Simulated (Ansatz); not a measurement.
Computed with Ansatz on PBE0-D4/def2-TZVP structures; ΔE is electronic, products minus reactants. CBS: MP2 limit from def2 TZ/QZ plus the TZ coupled-cluster correction, frozen cores. This one scheme is used for every species. DFT in def2-TZVPP. B3LYP here is the variant with VWN-RPA as its local correlation; programs differ in this. One conformer a species, not always the lowest.

Reaction (hydrogenolysis of the Al–O bond): `C[O][Al]([OH])[O]C` + H₂ → `C[O][AlH][O]C` + H₂O

| level | ΔE (kJ/mol) |
| --- | --- |
| PBE0-D4 | 98.8 |
| B3LYP-D4 | 106.5 |
| PBE-QIDH | 103.6 |
| B3LYP | 102.1 |
| CAM-B3LYP | 103.7 |
| RPA@PBE/def2-TZVPP | 102.9 |
| HF/def2-TZVPP | 98.5 |
| MP2/CBS(def2) | 112.6 |

(1) What does CCSD(T)/CBS give? (Estimate.)

Largest T1 diagnostic among the species: 0.012.

Answers

(1) Ansatz gave: +105.9 kJ/mol. The listed levels differ from it by -7.1, 0.6, -2.3, -3.8, -2.2, -3.0, -7.4, 6.7 kJ/mol.

At CCSD(T), def2-SVP lies −5.6 kJ/mol from the extrapolated value and def2-TZVPP +0.3 kJ/mol. Leaving LDA and LC-ωPBE aside and taking each functional with its dispersion term where it has one, the values, not all of them listed here, spread over 16.3 kJ/mol, from B97M-V to r2SCAN-D4. In def2-TZVPP, CCSD(T) changes the Hartree–Fock value by +7.6 kJ/mol (the triples alone add +1.7 kJ/mol) and MP2 by +14.3 kJ/mol.

CCSD(T)/CBS has its own doubt, a few kJ/mol and more with outer-core shells, so smaller differences from it don't rank the levels.
